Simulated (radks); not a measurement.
Removal energies from the copper ion Cu5+, [Ar] 3d(3/2: 4, 5/2: 2), by Delta-SCF beside the eigenvalue of the level emptied. Calculated with a radial shooting solver on a logarithmic mesh with Libxc functionals: Dirac Kohn-Sham, BLYP, spin-unpolarised, spherical densities, finite nucleus; Fermi nuclear charge, rms radius of each element as measured or else 0.836 A^(1/3) + 0.57 fm. Sub-shells are occupied by j as written (lower j first in brackets).

removed from                             final configuration  Delta-SCF (eV)  -eigenvalue (eV)
3d5/2                                [Ar] 3d(3/2: 4, 5/2: 1)          108.16            95.066
3d3/2                                [Ar] 3d(3/2: 3, 5/2: 2)          108.58            95.458
3p3/2         [Ne] 3s2 3p(1/2: 2, 3/2: 3) 3d(3/2: 4, 5/2: 2)          178.05            164.49
3p1/2         [Ne] 3s2 3p(1/2: 1, 3/2: 4) 3d(3/2: 4, 5/2: 2)          180.99            167.31
